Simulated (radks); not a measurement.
Results of a calculation; reference values are marked as such.
Kinetic energies: the exact non-interacting value of the Kohn-Sham orbitals and orbital-free approximations, in hartree. Species: Al3+ [Ne]; Sn32+ [Ar]. Level of theory: non-relativistic Kohn-Sham, exchange-only PBE, spin-polarised, spherical densities, point nucleus (a radial shooting solver on a logarithmic mesh with Libxc functionals). Every spin shell is full or empty, so the densities are truly spherical. Functionals are evaluated on that one density, not self-consistently.

[
 {"functional": "exact", "Al3+": "239.882", "Sn32+": "5267.94"},
 {"functional": "Thomas-Fermi", "Al3+": "221.41", "Sn32+": "4914.1"},
 {"functional": "von Weizsacker", "Al3+": "156.67", "Sn32+": "2561.2"},
 {"functional": "TF + vW", "Al3+": "378.08", "Sn32+": "7475.3"},
 {"functional": "TF + vW/9", "Al3+": "238.82", "Sn32+": "5198.7"},
 {"functional": "TF + vW/5", "Al3+": "252.75", "Sn32+": "5426.3"},
 {"functional": "LC94", "Al3+": "240.31", "Sn32+": "5237.6"},
 {"functional": "revAPBEK", "Al3+": "241.60", "Sn32+": "5253.9"},
 {"functional": "Perdew 92", "Al3+": "238.86", "Sn32+": "5199.2"},
 {"functional": "Thakkar", "Al3+": "239.98", "Sn32+": "5213.2"},
 {"functional": "Pearson", "Al3+": "235.54", "Sn32+": "5174.4"},
 {"functional": "LKT", "Al3+": "320.76", "Sn32+": "6458.1"},
 {"functional": "PG1", "Al3+": "306.06", "Sn32+": "6208.6"},
 {"functional": "DePristo-Kress", "Al3+": "240.15", "Sn32+": "5234.2"},
 {"functional": "Ernzerhof", "Al3+": "240.82", "Sn32+": "5222.4"}
]
